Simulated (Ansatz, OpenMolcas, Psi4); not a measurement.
# A ladder of methods for C2H7NSi (SMILES C=NC[SiH3])

C2H7NSi: 11 atoms, total charge 0, spin state singlet. As SMILES, `C=NC[SiH3]`. Geometry: relaxed at PBE0-D4/def2-TZVP. This is one conformer, not always the lowest.

```jsonl
{"atom": "C", "x (Å)": "-0.6394", "y (Å)": "1.8693", "z (Å)": "0.3639"}
{"atom": "N", "x (Å)": "-0.9986", "y (Å)": "0.7131", "z (Å)": "0.0180"}
{"atom": "C", "x (Å)": "-0.2990", "y (Å)": "-0.4170", "z (Å)": "0.5626"}
{"atom": "Si", "x (Å)": "0.7063", "y (Å)": "-1.2574", "z (Å)": "-0.8027"}
{"atom": "H", "x (Å)": "-1.1459", "y (Å)": "2.7335", "z (Å)": "-0.0632"}
{"atom": "H", "x (Å)": "0.1669", "y (Å)": "2.0590", "z (Å)": "1.0866"}
{"atom": "H", "x (Å)": "-1.0299", "y (Å)": "-1.1514", "z (Å)": "0.9179"}
{"atom": "H", "x (Å)": "0.3652", "y (Å)": "-0.1617", "z (Å)": "1.4045"}
{"atom": "H", "x (Å)": "1.7296", "y (Å)": "-0.3113", "z (Å)": "-1.3199"}
{"atom": "H", "x (Å)": "-0.1798", "y (Å)": "-1.6830", "z (Å)": "-1.9145"}
{"atom": "H", "x (Å)": "1.3899", "y (Å)": "-2.4501", "z (Å)": "-0.2324"}
```

Each level gives the energy change with the Si4–H10 bond stretched from 1.484 to 1.707 Å (eV). The values are calculated.

```json
{"level": "HF/cc-pVDZ (unrestricted)", "kind": "Hartree–Fock", "program": "OpenMolcas", "value (eV)": "0.35", "less CCSD(T)/cc-pVDZ": "+0.04", "CPU time (all runs)": "23 s"}
{"level": "SVWN5/cc-pVDZ (restricted)", "kind": "LDA", "program": "Ansatz", "value (eV)": "0.25", "less CCSD(T)/cc-pVDZ": "-0.06", "CPU time (all runs)": "12 s"}
{"level": "revPBE/cc-pVDZ (restricted)", "kind": "GGA", "program": "OpenMolcas", "value (eV)": "0.24", "less CCSD(T)/cc-pVDZ": "-0.07", "CPU time (all runs)": "1.7 min"}
{"level": "r2SCAN/cc-pVDZ (restricted)", "kind": "meta-GGA", "program": "OpenMolcas", "value (eV)": "0.29", "less CCSD(T)/cc-pVDZ": "-0.02", "CPU time (all runs)": "2.1 min"}
{"level": "M06-2X/cc-pVDZ (restricted)", "kind": "hybrid meta-GGA", "program": "OpenMolcas", "value (eV)": "0.33", "less CCSD(T)/cc-pVDZ": "+0.02", "CPU time (all runs)": "2 min"}
{"level": "HSE06/cc-pVDZ (restricted)", "kind": "range-separated hybrid", "program": "Psi4", "value (eV)": "0.29", "less CCSD(T)/cc-pVDZ": "-0.02", "CPU time (all runs)": "2 min"}
{"level": "MP2/cc-pVDZ (restricted)", "kind": "perturbation theory", "program": "OpenMolcas", "value (eV)": "0.34", "less CCSD(T)/cc-pVDZ": "+0.03", "CPU time (all runs)": "21 s"}
{"level": "CCSD(T)/cc-pVDZ (restricted)", "kind": "coupled cluster or CI", "program": "OpenMolcas", "value (eV)": "0.31", "less CCSD(T)/cc-pVDZ": "0.00", "CPU time (all runs)": "2.5 min"}
```

Differences are taken from CCSD(T)/cc-pVDZ (restricted) for orientation; it has basis-set and higher-order errors of its own. The first shape isn't each level's own minimum. The values span 0.24 to 0.35 eV. Times are those of the runs behind each value, whatever else they computed, on shared processors of several kinds: orders of magnitude only.
